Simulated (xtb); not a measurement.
C₄H₉S₂, doublet, from a rough starting geometry; GFN2-xTB run with xtb 6.7.1.

Here is a job for xtb.
```
$ xtb mol.xyz --gfn 2 --uhf 1 --opt vtight --json

# file mol.xyz
15

C     -0.37544874    -1.11373925     0.84323549
C      0.01291639     0.10016616     0.07188004
C      0.78309877    -0.21831051    -1.21447288
C     -1.16241613     1.16581933    -0.11343829
S      1.23121413     1.02291126     1.19437994
S      2.72654095    -0.10603309     1.50559342
H      0.41057504    -1.79085934     0.99463688
H     -0.93083428    -0.94164688     1.68758445
H     -1.12715237    -1.59567818     0.15099403
H      1.13956045     0.80786662    -1.73821014
H      0.08456264    -0.68224721    -1.86813352
H      1.64530060    -0.79031863    -1.07209312
H     -1.62094843     1.31038985     0.85957554
H     -0.79420541     2.04763919    -0.55919281
H     -1.90714607     0.67659765    -0.79590015
```

Problem. Write the output that xtb gives for this input, abridged.

Solution. 
```
   ID    Z sym.   atoms
    1    6 C      1-4
    2   16 S      5, 6
    3    1 H      7-15

           -------------------------------------------------
          |                Calculation Setup                |
           -------------------------------------------------

           -------------------------------------------------
          |                 G F N 2 - x T B                 |
           -------------------------------------------------

          ...................................................
          :                      SETUP                      :
          :.................................................:
          :  # basis functions                  45          :
          :  # atomic orbitals                  43          :
          :  # shells                           23          :
          :  # electrons                        37          :
          :  max. iterations                   250          :
          :  Hamiltonian                  GFN2-xTB          :
          :  restarted?                      false          :
          :  GBSA solvation                  false          :
          :  PC potential                    false          :
          :  electronic temp.          300.0000000     K    :
          :  accuracy                    1.0000000          :
          :  -> integral cutoff          0.2500000E+02      :
          :  -> integral neglect         0.1000000E-07      :
          :  -> SCF convergence          0.1000000E-05 Eh   :
          :  -> wf. convergence          0.1000000E-03 e    :
          :  Broyden damping             0.4000000          :
          :  net charge                          0          :
          :  unpaired electrons                  1          :
          ...................................................

 iter      E             dE          RMSdq      gap      omega  full diag
   1    -19.8212535 -0.198213E+02  0.375E+00    3.87       0.0  T
   2    -19.8525263 -0.312728E-01  0.208E+00    3.74       1.0  T
   3    -19.8554897 -0.296334E-02  0.104E+00    3.78       1.0  T
   4    -19.8600890 -0.459935E-02  0.409E-01    3.76       1.0  T
   5    -19.8602208 -0.131805E-03  0.155E-01    3.77       1.0  T
   6    -19.8602703 -0.494060E-04  0.627E-02    3.77       1.0  T
   7    -19.8602755 -0.525958E-05  0.356E-02    3.77       1.0  T
   8    -19.8602767 -0.118340E-05  0.112E-02    3.77       2.3  T
   9    -19.8602768 -0.129200E-06  0.422E-03    3.77       6.1  T
[...]
         :: total energy             -19.632894557005 Eh    ::
 * total energy  :   -19.6328946 Eh     change       -0.6540546E-11 Eh
 * total energy  :   -19.6538332 Eh     change       -0.2093866E-01 Eh
 * total energy  :   -19.6563227 Eh     change       -0.2489466E-02 Eh
 * total energy  :   -19.6565633 Eh     change       -0.2406224E-03 Eh
 * total energy  :   -19.6565829 Eh     change       -0.1958085E-04 Eh
 * total energy  :   -19.6565873 Eh     change       -0.4415002E-05 Eh
 * total energy  :   -19.6565903 Eh     change       -0.2994065E-05 Eh
 * total energy  :   -19.6565913 Eh     change       -0.1034777E-05 Eh
 * total energy  :   -19.6565923 Eh     change       -0.9406449E-06 Eh
 * total energy  :   -19.6565926 Eh     change       -0.3343737E-06 Eh
 * total energy  :   -19.6565927 Eh     change       -0.6118022E-07 Eh
   *** GEOMETRY OPTIMIZATION CONVERGED AFTER 11 ITERATIONS ***
         :: total energy             -19.656592670746 Eh    ::
[...]

 Mol. C6AA /au·bohr⁶  :       3163.708453
 Mol. C8AA /au·bohr⁸  :      99346.250016
 Mol. α(0) /au        :         88.525664

Wiberg/Mayer (AO) data.
largest (>0.10) Wiberg bond orders for each atom

 ---------------------------------------------------------------------------
     #   Z sym  total        # sym  WBO       # sym  WBO       # sym  WBO
 ---------------------------------------------------------------------------
     1   6 C    3.993 --     2 C    1.008     8 H    0.985     7 H    0.980
                             9 H    0.976
     2   6 C    3.969 --     1 C    1.008     3 C    1.008     4 C    1.006
                             5 S    0.876
     3   6 C    3.993 --     2 C    1.008    10 H    0.985    12 H    0.980
                            11 H    0.976
     4   6 C    3.994 --     2 C    1.006    13 H    0.984    14 H    0.984
                            15 H    0.977
     5  16 S    2.693 --     6 S    1.739     2 C    0.876
     6  16 S    1.848 --     5 S    1.739
     7   1 H    0.997 --     1 C    0.980
     8   1 H    0.998 --     1 C    0.985
     9   1 H    0.998 --     1 C    0.976
    10   1 H    0.998 --     3 C    0.985
    11   1 H    0.998 --     3 C    0.976
    12   1 H    0.997 --     3 C    0.980
    13   1 H    0.998 --     4 C    0.984
    14   1 H    0.998 --     4 C    0.984
    15   1 H    0.997 --     4 C    0.977
 ---------------------------------------------------------------------------

Topologies differ in total number of bonds
Writing topology from bond orders to xtbtopo.mol

molecular dipole:
                 x           y           z       tot (Debye)
 q only:       -1.069       0.059      -0.594
   full:       -1.235       0.026      -0.707       3.616
molecular quadrupole (traceless):
                xx          xy          yy          xz          yz          zz
 q only:       -4.645       0.201       3.688      -4.701       0.152       0.957
  q+dip:       -5.867       1.561       3.699      -5.915      -0.020       2.168
   full:       -5.480       1.140       3.509      -5.833      -0.308       1.972

optimized geometry written to: xtbopt.xyz

           -------------------------------------------------
          | TOTAL ENERGY              -19.656592670746 Eh   |
          | GRADIENT NORM               0.000066854169 Eh/α |
          | HOMO-LUMO GAP               3.573046753321 eV   |
           -------------------------------------------------

normal termination of xtb
```
